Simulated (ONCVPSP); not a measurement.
Se: variants of one ONCV potential

Base potential:

ONCVPSP 4.0.1 input, shortened (lines: element, Z, core and valence counts, functional; n l f; lmax; l rc ep ncon nbas qcut; lloc lpopt rc5 dvloc0; l nproj debl; icmod fcfact rcfact), PBE, scalar-relativistic:

```
  Se 34.00    3    5        4      upf
    1    0    2.00
    2    0    2.00
    2    1    6.00
    3    0    2.00
    3    1    6.00
    3    2   10.00
    4    0    1.50
    4    1    4.50
    2
    0    0.85    0.00    4    8   12.70
    1    1.05    0.00    4    8   12.60
    2    1.20    0.00    4    9   14.60
    4    5    0.75    0.00
    0    2    0.90
    1    3    3.70
    2    3    3.50
    2    0.55    1.20
```

All-electron outer shells of the reference configuration (PBE, scalar-relativistic, ld1.x):

```csv
shell,level (eV),outermost node (bohr),outermost maximum (bohr)
2s,-1608.01,0.06,0.17
2p,-1414.43,–,0.13
3s,-214.34,0.24,0.50
3p,-153.80,0.21,0.50
3d,-53.93,–,0.45
4s,-17.71,0.70,1.51
4p,-6.82,0.74,1.80
```

Cutoffs, loose and tight: the cutoffs (Ha) at which the residual kinetic energy of the hardest occupied pseudo-wave falls to 1 and 0.1 mHa per electron. They do not see the model core or the augmentation charge, which bear on the density cutoff. Test errors are all-electron minus pseudo excitation energies from the reference, over the configurations 3s2 3p6 3d10 4s2 4p4; 3s2 3p6 3d10 4s2 4p3; 3s2 3p6 3d10 4s2 4p2; 3s2 3p5 3d10 4s2 4p4. A dash means not determined; rows that change the core or the reference have their own tests.

```csv
change,outcome,"cutoff, loose","cutoff, tight",bound ghosts,GHOST(+) flags above zero,largest test error (meV)
base,generated,82 Ha,91 Ha,none,none,-220
"all radii but the core radius scaled by about 0.79 (s 0.68, p 0.82, d 0.94 bohr); local potential polynomial inside 0.60 bohr (lpopt 5, dvloc0 0 Ha)",generated,208 Ha,380 Ha,none,s,-163
"all radii but the core radius scaled by about 0.86 (s 0.74, p 0.90, d 1.04 bohr); local potential polynomial inside 0.64 bohr (lpopt 5, dvloc0 0 Ha)",generated,92 Ha,302 Ha,none,none,-195
"all radii but the core radius scaled by about 0.95 (s 0.80, p 1.00, d 1.14 bohr); local potential polynomial inside 0.70 bohr (lpopt 5, dvloc0 0 Ha)",generated,86 Ha,181 Ha,none,none,-229
"all radii but the core radius scaled by about 1.25 (s 1.06, p 1.32, d 1.50 bohr); local potential polynomial inside 0.94 bohr (lpopt 5, dvloc0 0 Ha)",generated,67 Ha,76 Ha,none,none,-116
```

(1) What comes out with this change to the base: all radii but the core radius scaled by about 1.32 (s 1.12, p 1.38, d 1.58 bohr); local potential polynomial inside 1.00 bohr (lpopt 5, dvloc0 0 Ha)?

(2) What comes out with this change to the base: all radii but the core radius scaled by about 1.15 (s 0.98, p 1.20, d 1.38 bohr); local potential polynomial inside 0.86 bohr (lpopt 5, dvloc0 0 Ha)?

(3) What comes out with this change to the base: all radii but the core radius scaled by about 1.08 (s 0.92, p 1.14, d 1.30 bohr); local potential polynomial inside 0.82 bohr (lpopt 5, dvloc0 0 Ha)?

## Answers

(1) outcome: generated; cutoff, loose: 63 Ha; cutoff, tight: 71 Ha; bound ghosts: none; GHOST(+) flags above zero: none; largest test error (meV): -82.

(2) outcome: generated; cutoff, loose: 73 Ha; cutoff, tight: 82 Ha; bound ghosts: none; GHOST(+) flags above zero: none; largest test error (meV): -187.

(3) outcome: generated; cutoff, loose: 77 Ha; cutoff, tight: 86 Ha; bound ghosts: none; GHOST(+) flags above zero: none; largest test error (meV): -204.

Reading the sweep of the scale of all radii but the core radius (base = 1) (base included, trends over the rows without a ghost): The loose cutoff falls from 208 Ha at 0.79 to 63 Ha at 1.32. A larger radius leaves more room for a smooth pseudo-wave, so fewer plane waves are needed; a smaller one forces it to follow the all-electron wave where it bends sharply. The median size of the test errors (rows with all tests solved) is not monotonic: lowest 0.5 meV at 1.15, highest 4.1 meV at 1.25.
